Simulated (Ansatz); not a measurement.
**Relaxing a trial structure of CH2OZn**

The starting geometry of this gas-phase singlet was optimised with GFN2-xTB.

```xyz
5

C    -1.5467    0.6166    0.0181
O    -2.5510    0.6012   -0.7001
Zn   -3.6482   -0.9776   -1.5091
H    -0.5387    0.6041   -0.4042
H    -1.6198    0.5801    1.1081
```

**Question.** Predict what it relaxes into with r2SCAN-D4/def2-SVP.

**Answer.** It loosens into CH2O + Zn, which stay close as a complex. Contacts that open: O2–Zn3 (2.09 → 2.70 Å).

The energy falls by 0.18 eV over 10 steps:

```json
{"step": "1", "E − E(last) (eV)": "0.175"}
{"step": "2", "E − E(last) (eV)": "0.125"}
{"step": "3", "E − E(last) (eV)": "0.081"}
{"step": "4", "E − E(last) (eV)": "0.009"}
{"step": "5", "E − E(last) (eV)": "0.002"}
{"step": "6", "E − E(last) (eV)": "0.001"}
{"step": "7", "E − E(last) (eV)": "0.000"}
{"step": "8", "E − E(last) (eV)": "0.000"}
{"step": "9", "E − E(last) (eV)": "0.000"}
{"step": "10", "E − E(last) (eV)": "0.000"}
```

Final geometry (Å):

| atom | x (Å) | y (Å) | z (Å) |
| --- | --- | --- | --- |
| C | -1.4694 | 0.6668 | 0.0742 |
| O | -2.4498 | 0.6372 | -0.6271 |
| Zn | -4.0208 | -1.2351 | -1.7796 |
| H | -0.4317 | 0.6900 | -0.3475 |
| H | -1.5327 | 0.6657 | 1.1928 |

No frequencies were run, so the end isn't proven a minimum. Run with Ansatz 0.2.0, 22 s on 1 thread of Arm Neoverse V2, with other jobs on the host.
